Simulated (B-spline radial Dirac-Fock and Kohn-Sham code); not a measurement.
## Lu 5p3/2: cross section and angular parameters

System: neutral lutetium, configuration [Xe] 4f14 5d1 6s2; threshold 33.46 eV (orbital energy of the model). Model: Dirac-Hartree-Slater photoionisation with a Latter tail; cross sections with all multipoles, angular parameters from the dipole term and its interference with E2. Program: a radial atomic solver.

The run's input, task.json:

```json
{"items": [{
  "Z": 71,
  "q": 0,
  "cfg": [[1, 0, 2], [2, 0, 2], [2, 1, 6], [3, 0, 2], [3, 1, 6], [3, 2, 10], [4, 0, 2], [4, 1, 6], [4, 2, 10], [4, 3, 14], [5, 0, 2], [5, 1, 6], [5, 2, 1], [6, 0, 2]],
  "A": 175,
  "rrms": 5.37,
  "do": "xps",
  "hv": [62.4, 67.5, 99.3, 111.0, 116.0, 129.0, 200, 248.0, 256.0, 300, 372.0, 400, 718.0, 722.0, 1110.0, 1180.0, 1220.0, 1253.6, 1400.0, 1740.0, 1840.0, 2070.0, 2230.0, 4000, 5414.7, 5750.0, 8047.8, 8270.0, 9320.0, 12000],
  "edges": {"K": 63314.0, "L1": 10870.0, "L2": 10349.0, "L3": 9244.0, "M1": 2491.0, "M2": 2264.0, "M3": 2024.0, "M4": 1639.0, "M5": 1589.0, "N1": 506.8, "N2": 412.4, "N3": 359.2, "N4": 206.1, "N5": 196.3}
}]}
```

Run with: `python xray2_run.py task.json out`

For linearly polarised light dσ/dΩ = σ/(4π) [1 + β P₂(cos θ) + (δ + γ cos²θ) sin θ cos φ], with θ from the polarisation vector and φ the angle between the beam and the projection of the electron momentum on the plane normal to the polarisation.

```tsv
hν (eV)	σ (kb)	β	γ	δ
62.4	1240	1.735	0.172	-0.015
67.5	929	1.560	0.243	-0.022
99.3	286	0.339	0.346	-0.039
111	226	0.041	0.267	-0.031
116	208	-0.047	0.228	-0.027
129	176	-0.183	0.129	-0.015
200	107	0.076	-0.073	0.029
248	87.0	0.368	-0.028	0.037
256	84.4	0.410	-0.016	0.037
300	72.1	0.616	0.048	0.036
372	57.6	0.860	0.142	0.031
400	53.1	0.933	0.171	0.029
718	25.9	1.373	0.270	0.009
722	25.7	1.376	0.269	0.009
1110	13.9	1.567	0.179	0.001
1180	12.7	1.588	0.159	0.000
1220	12.0	1.598	0.147	0.000
1253.6	11.5	1.606	0.138	0.000
1400	9.67	1.637	0.100	-0.001
1740	6.75	1.686	0.028	-0.001
1840	6.13	1.696	0.012	0.000
2070	4.99	1.714	-0.016	0.000
2230	4.36	1.724	-0.029	0.001
4000	?	?	?	?
5414.7	0.736	1.736	0.241	0.010
5750	0.644	1.730	0.292	0.011
8047.8	0.297	1.686	0.646	0.019
8270	0.278	1.682	0.680	0.020
9320	0.209	1.660	0.833	0.023
12000	0.111	1.604	1.192	0.034
```

Question: Give the values at 4000 eV.

Answer: σ = 1.40 kb, β = 1.752, γ = 0.049, δ = 0.007.

Values without a named source are computed, but for edge energies of neutral atoms, which are taken from tables.
